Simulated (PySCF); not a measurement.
M06 on Co⁻ (cobalt, charge -1), [Ar] 3d8 4s2, high-spin 3F determinant. Calculation: PySCF 2.14, in aug-cc-pwCVTZ; the non-relativistic Hamiltonian (point nucleus).

```
cycle= 1 E= -1382.71066399463  delta_E= -0.0129  |g|= 0.372  |ddm|= 1.55
cycle= 2 E= -1382.58300360513  delta_E= 0.128  |g|= 0.951  |ddm|= 1.32
cycle= 3 E= -1382.73801448359  delta_E= -0.155  |g|= 0.056  |ddm|= 0.539
cycle= 4 E= -1382.73871719493  delta_E= -0.000703  |g|= 0.00764  |ddm|= 0.145
cycle= 5 E= -1382.73873362983  delta_E= -1.64e-05  |g|= 0.0022  |ddm|= 0.0647
cycle= 6 E= -1382.73873535055  delta_E= -1.72e-06  |g|= 0.000736  |ddm|= 0.0148
cycle= 7 E= -1382.73873568169  delta_E= -3.31e-07  |g|= 0.000118  |ddm|= 0.0162
cycle= 8 E= -1382.73873570044  delta_E= -1.88e-08  |g|= 3.78e-05  |ddm|= 0.00549
cycle= 9 E= -1382.73873570441  delta_E= -3.97e-09  |g|= 5.8e-06  |ddm|= 0.00202
cycle= 10 E= -1382.73873570447  delta_E= -6.32e-11  |g|= 1.2e-06  |ddm|= 0.000173
converged SCF energy = -1382.73873570447  <S^2> = 2.0303771  2S+1 = 3.0201835
```

Highest occupied orbital energy: 0.596 eV; ⟨L²⟩ = 12.01; populations by l: s 8.00, p 12.00, d 8.00, f 0.00.

Q: Can this result be used?

A: With care. Self-consistency was reached. At M06 the highest occupied level has a positive energy, so only the finite basis holds that electron; in a semilocal or global hybrid functional this comes from self-interaction and does not mean that the real anion is unbound.
